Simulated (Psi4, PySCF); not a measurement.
C2H10AlBO2Si (SMILES [CH3][Al]([CH3])[SiH2]B(O)O), singlet, at the geometry of the source list, atoms displaced at random by about 0.08 Å a coordinate. Base run: PySCF with PBE0/STO-3G, gradient.

PySCF was given this input:
```python
from pyscf import gto, scf, dft

mol = gto.M(
    atom='''
B     2.499124    0.222179   -0.185146
O     2.217842    1.526999   -0.514537
O     3.755953   -0.167070   -0.340865
Si    1.171766   -0.655935    0.657852
Al   -1.274465   -0.064148    0.106442
C    -2.688649   -1.471626   -0.365689
C    -1.737555    1.860058    0.101308
H     3.127625    1.674636   -0.959040
H     4.072387   -1.331492   -0.105934
H     1.268122   -2.083930    0.747348
H     1.224129   -0.335923    2.207649
H    -3.587071   -1.128775   -0.314846
H    -2.341264   -2.005408   -1.326146
H    -2.433600   -2.311682    0.394917
H    -2.451934    2.255546    0.786099
H    -0.885554    2.475182    0.272869
H    -2.068937    2.028575   -0.982215
''',
    basis='sto-3g',
    charge=0,
    spin=0,
    verbose=4,
)

mf = dft.RKS(mol)
mf.xc = 'pbe0'
mf.kernel()
g = mf.nuc_grad_method()
grad = g.kernel()
```

Programs used: Psi4, PySCF; a row that names a program was run with it.

The coordinate followed is x of atom 8.

Variants of this job, named by their change:

```csv
change,dE/dx (Eh/bohr),net force (Eh/bohr)
base,0.003365,0.000162
finite difference step (bohr) = 0.2; conv_tol = 1e-11,-0.003186,-
finite difference step (bohr) = 1e-4; conv_tol = 1e-11,0.003363,-
finite difference step (bohr) = 1e-3; conv_tol = 1e-11,0.003363,-
grids.level = 0; grid_response = on,0.003603,0.000000
grids.level = 1; grid_response = off,0.003386,0.000594
grid_response = on,0.003363,0.000000
conv_tol = 1e-11,0.003365,0.000162
grids.level = 5; grid_response = off,0.003366,0.000002
code = psi4,0.003348,0.000095
finite difference step (bohr) = 1e-5; conv_tol = 1e-11,0.003363,-
density fitting = on,0.003351,0.000162
```

The net force is zero for an exact gradient.
